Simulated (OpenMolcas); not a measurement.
**Sb+: effect of the level shift or regulariser**

| Quantity | Value |
| --- | --- |
| Program | OpenMolcas 26.06 |
| Basis | ANO-RCC-VTZP [7s6p4d2f1g] |
| Scalar Hamiltonian | DKH2, point nucleus |
| Active space | 2 electrons in 3 orbitals (5p) |
| State averaging | 2S+1 = 3 even, 3 roots; 2S+1 = 1 even, 6 roots |
| Spin-orbit coupling | state interaction with AMFI integrals over the reference wave functions, term energies averaged over their components |

Methods on the same reference wave functions:
A. CASSCF
B. SS-CASPT2, IPEA 0.25 Eh, imaginary shift 0.1 Eh (closed shells correlated: 4d 5s)
C. SS-CASPT2, IPEA 0.25 Eh, real shift 0.2 Eh (closed shells correlated: 4d 5s)
D. SS-CASPT2, IPEA 0.25 Eh, sigma2 regulariser 0.3 Eh (closed shells correlated: 4d 5s)

Energies in eV above 5s2 5p2 3P0, the measured ground level; measured values from NIST Handbook of Basic Atomic Spectroscopic Data.

```json
{"Level": "5s2 5p2 3P0", "A": "0.0000", "B": "0.0000", "C": "0.0000", "D": "0.0000", "Measured": "0.0000"}
{"Level": "5s2 5p2 3P1", "A": "0.3031", "B": "0.323", "C": "0.323", "D": "0.323", "Measured": "0.3787"}
{"Level": "5s2 5p2 3P2", "A": "0.6347", "B": "0.630", "C": "0.631", "D": "0.630", "Measured": "0.7015"}
{"Level": "5s2 5p2 1D2", "A": "1.7594", "B": "1.533", "C": "1.538", "D": "1.533", "Measured": "1.5857"}
{"Level": "5s2 5p2 1S0", "A": "3.5120", "B": "2.944", "C": "2.958", "D": "2.944", "Measured": "2.9639"}
```

Deviations, from unrounded energies. A percentage is the sum of absolute deviations over the sum of measured energies, with the sign that they share, or ± where signs differ.

```
                        Against measurement  Levels      A      B      C      D
             mean absolute deviation (cm-1)       4   1700    400    360    400
      fine structure of the ground term (%)       2  -13.2  -11.7  -11.8  -11.7
other terms of the ground configuration (%)       2  +15.9   -1.6   -1.2   -1.6
```

C lies closest to measurement on these levels and A furthest from it. The largest miss of C in the table is 5s2 5p2 3P2, by -570 cm-1. The ranking rests on the paired levels alone, and a cruder setting can come out closer through cancelling errors.

Among B to D the level of the table that moves most is 5s2 5p2 1S0, by 110 cm-1 (lowest in B, highest in C). Moves below CASPT2's spread within the term are not significant.

The mean deviations of B to D differ by less than CASPT2's widest spread within a term (120 cm-1), so their order carries little weight.

From A to B the spin-free energies of the other terms of 5s2 5p2 shown, above 3P, scale by factors of 0.77 to 0.79.

The lowest spin-free term lies below A's lowest term by 0.484 hartree in B, 0.483 hartree in C, 0.484 hartree in D.

CASPT2 breaks the degeneracy within a term, and the mean is taken; among the terms shown or strongly mixed into the levels shown the widest spread is 120 cm-1 (5s2 5p2 1D, D). With the s shell closed, the reference lacks s² → p² mixing. Measured partners are found by configuration, term and J. A level has none where our copy of the source lacks it or the pairing is in doubt (some pairs that miss far off the trend of their configuration count as doubtful), and it then counts in no deviation. Levels of configurations outside the active space are missing.
